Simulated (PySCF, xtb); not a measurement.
C2H7BO3, SMILES C[C@H](O)B(O)O. Other conformers were not sampled.

Harmonic wavenumbers (cm⁻¹) from GFN2-xTB run with xtb at its own minimum, in rising order: 56, 170, 200, 242, 326, 365, 424, 455, 574, 616, 663, 716, 928, 962, 989, 1015, 1071, 1108, 1180, 1244, 1297, 1325, 1342, 1397, 1488, 1497, 2846, 2993, 3035, 3061, 3538, 3590, 3605.

### Question
What does PBE0-D3(BJ)/def2-SVP run with PySCF give at its own minimum? (The exact figures need the calculation; the answer reports its results.)

### Answer
57, 195, 230, 279, 290, 380, 441, 496, 562, 660, 698, 758, 924, 1011, 1023, 1076, 1103, 1144, 1186, 1313, 1355, 1385, 1439, 1467, 1488, 1515, 2994, 3040, 3129, 3162, 3789, 3882, 3897. Paired by order, the mean absolute difference is 65 cm⁻¹ and the zero-point energies are 63.4 and 66.3 kcal/mol.
